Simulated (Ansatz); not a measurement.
Reactions of `C[SiH2]C=C[SiH3]`.

Calculated with Ansatz (gas phase, PBE0-D4/def2-TZVP geometries, no zero-point term in ΔE). CCSD(T)/CBS adds triple-zeta CCSD(T) − MP2 to the extrapolated MP2 energy (def2 sets, frozen cores). This one scheme is used for every species, atoms too. Double bonds are as drawn, so ΔE can hold a change between cis and trans. Functionals use def2-TZVPP. Open shells (•) are unrestricted, without spin–orbit coupling. Spin–orbit coupling would lower the free atoms: a little for C, Si. Bonds to Se are less sure, by a few kJ/mol each and by 10 to 20 or more in all where they break to atoms, as the def2 sets lack core-valence functions. Scalar relativity is left out up to krypton. One conformer a species, not always the lowest.

| reaction | ωB97X-V (eV) |
| --- | --- |
| `C[SiH2]/C=C/[SiH3]` → `[SiH3]/C=C/[SiH3]` + `[CH2]` (triplet) | 5.05 |
| `C[SiH2]/C=C/[SiH3]` → `[SiH3]C[SiH]1CC1` | 0.21 |
| `C[SiH2]/C=C/[SiH3]` + H₂O → `O/C=C/[SiH3]` + `C[SiH3]` | 0.36 |
| `C[SiH2]/C=C/[SiH3]` + `OB(O)O` → `C[SiH2]OB(O)O` + `C=C[SiH3]` | -1.01 |
| `C[SiH2]/C=C/[SiH3]` + HCl → `[SiH3]/C=C\[SiH2]Cl` + CH₄ | -0.99 |
| `C[SiH2]/C=C/[SiH3]` → `C=C[SiH3]` + `C[SiH]` | 2.53 |
| `C[SiH2]/C=C/[SiH3]` + `N[SiH3]` → `C[SiH2]N[SiH3]` + `C=C[SiH3]` | -0.61 |
| `C[SiH2]/C=C/[SiH3]` → 3 C• + 10 H• + 2 Si• | 56.07 |
| `C[SiH2]/C=C/[SiH3]` + `[BH2][AlH][OH]` → `[BH2][AlH][O][SiH2]C` + `C=C[SiH3]` | -1.18 |
| `C[SiH2]/C=C/[SiH3]` + `C[SeH]` → `C[SiH2][Se]C` + `C=C[SiH3]` | -0.64 |

Question: Give the CCSD(T)/CBS values in the same order. (Estimate.)

Answer: Computed: 4.96, 0.32, 0.54, -1.01, -0.99, 2.44, -0.62, 55.89, -1.17, -0.68 eV.

Largest T1 diagnostic: 0.013, for `O/C=C/[SiH3]`.
